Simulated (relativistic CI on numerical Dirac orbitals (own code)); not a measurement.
Calculated at this level of theory: Dirac-Coulomb-Breit CI, KLI orbitals optimised for each configuration, QED by a radiative potential, unscaled Slater integrals (own radial code, finite nucleus).

CI space (outside the closed core [Ne]): 3s2.3p2, 3s.3p3, 3s2.3p.3d, 3p4, 3s.3p2.3d, 3p3.3d, 3s.3p.3d2, 3s2.3d.4p, 3p3.4s, 3s.3p.3d.4s, 3p3.4p, 3s2.3p.4s, 3s2.3p.4p, 3s2.3p.4d, 3p2.3d.4p, 3s.3p2.4s, 3s2.3p.4f, 3s.3p2.4p, 3s.3p2.4d, 3s.3p2.4f, 3s2.3p.5s, 3s2.3p.5p, 3s2.4s.4p, 3s2.3p.5d, 3s2.3p.5f, 3s2.3p.5g, 3s.3p.4s2, 3s.3p2.5s, 3s2.3d2, 3s.3d3, 3p2.3d2, 3p.3d3, 3p.3d2.4s, 3p.3d2.4p, 3p.3d2.4d, 3s2.3d.4s, 3s.3d2.4s, 3s.3p.3d.4p, 3s.3d2.4p, 3s.3d.4s.4p, 3s.3d.4p2, 3s.3d.4p.4d, 3p2.3d.4s, 3p.3d.4s2, 3p.3d.4s.4p, 3p.3d.4s.4d, 3s2.4s2, 3s.3d.4s2, 3s2.4p2, 3s.3p.4s.4p, 3s.4s2.4p, 3s.4s.4p2, 3s.4s.4p.4d. Double excitations out of closed p, d and f shells are left out; levels of such configurations are missing from the list, as are those of other unlisted configurations, and high levels can miss mixing partners. These lack a partner that the ground configuration has and come out too high: 3s.3p2.4d, 3s.3p2.4f, 3s.3p2.5s, 3s2.3p.4f, 3s2.3p.5s.

At this charge energies of transitions that change n are usually good to better than 1 %, and those within a shell (Δn = 0) to a few per cent.

Outline of the computed level scheme of Mo XXIX. Lowest level of each configuration: 3s2.3p2 3P_0 at 0.000 eV; 3s.3p3 5S°_2 at 86.164 eV; 3s2.3p.3d 1D°_2 at 121.544 eV; 3s.3p2.3d 5F_1 at 192.628 eV; 3p4 3P_1 at 217.003 eV.

Some strong electric-dipole decays among the lowest 45 levels: 3s2.3p.3d 3P°_0 → 3s2.3p2 3P_1 (1.6e+11 s⁻¹); 3s2.3p.3d 3D°_3 → 3s2.3p2 1D_2 (1.6e+11 s⁻¹); 3s2.3p.3d 1P°_1 → 3s2.3p2 1S_0 (1.6e+11 s⁻¹); 3s2.3p.3d 3P°_2 → 3s2.3p2 3P_2 (1.6e+11 s⁻¹); 3s2.3p.3d 3D°_1 → 3s2.3p2 3P_0 (1.5e+11 s⁻¹); 3s2.3p.3d 3D°_2 → 3s2.3p2 1D_2 (1.4e+11 s⁻¹); 3s2.3p.3d 1F°_3 → 3s2.3p2 3P_2 (1.4e+11 s⁻¹); 3s.3p3 1P°_1 → 3s2.3p2 3P_1 (1.3e+11 s⁻¹).

LS names give the leading component of a level, which can be under half, so a name can repeat, a term be missing and a line seem to break the LS rules.
